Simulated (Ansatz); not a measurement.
Basis sets compared for In(NH3)2H3 (InN₂H₉). Charge 0, multiplicity 1. Geometry r2SCAN-D4/def2-SVP. Ansatz on 4 threads of Arm Neoverse V1 on a shared host; times are rough, and most runs start from earlier orbitals.

Cartesian coordinates in Å:
```
In 0.0003 0.0005 -0.0002
N 2.2373 -1.0361 0.6309
H 2.1366 -2.0165 0.8949
H 2.6659 -0.5534 1.4211
H 2.9021 -0.9986 -0.1422
N -2.2373 1.0359 -0.6311
H -2.9898 0.3473 -0.6076
H -2.2185 1.4303 -1.5720
H -2.4973 1.7889 0.0065
H 0.7804 1.5526 -0.2186
H -0.6462 -0.4414 1.5657
H -0.1335 -1.1095 -1.3474
```

In the def2 sets In takes a core potential; there is no spin–orbit coupling.

Binding counts from free atoms (In doublet, N quartet, H doublet) in the same basis, without a counterpoise term.

```csv
level,functions,energy (Eh),HOMO (eV),LUMO (eV),binding per atom (eV),wall time
PBE-D4/def2-SVP,99,-304.7974,-5.41,-0.09,2.87,0.75 s
PBE-D4/def2-TZVP,166,-304.9455,-5.57,-0.72,2.87,1.3 s
r2SCAN-D4/def2-TZVP (with forces),166,-305.0976,-5.85,-0.03,2.85,3 s
PBE0-D4/def2-SVP,99,-304.8176,-6.61,0.73,2.83,1 s
PBE0-D4/def2-TZVP,166,-304.9600,-6.75,0.00,2.83,1.6 s
```

(1) Estimate the rows for PBE-D4/def2-TZVPD, r2SCAN-D4/def2-TZVPD, PBE0-D4/def2-TZVPD.

Answers

(1) 
```json
{"level": "PBE-D4/def2-TZVPD", "functions": "211", "energy (Eh)": "-304.9475", "HOMO (eV)": "-5.63", "LUMO (eV)": "-0.92", "binding per atom (eV)": "2.88", "wall time": "1.9 s"}
{"level": "r2SCAN-D4/def2-TZVPD", "functions": "211", "energy (Eh)": "-305.0991", "HOMO (eV)": "-5.90", "LUMO (eV)": "-0.21", "binding per atom (eV)": "2.85", "wall time": "4 s"}
{"level": "PBE0-D4/def2-TZVPD", "functions": "211", "energy (Eh)": "-304.9614", "HOMO (eV)": "-6.79", "LUMO (eV)": "-0.23", "binding per atom (eV)": "2.84", "wall time": "2.5 s"}
```
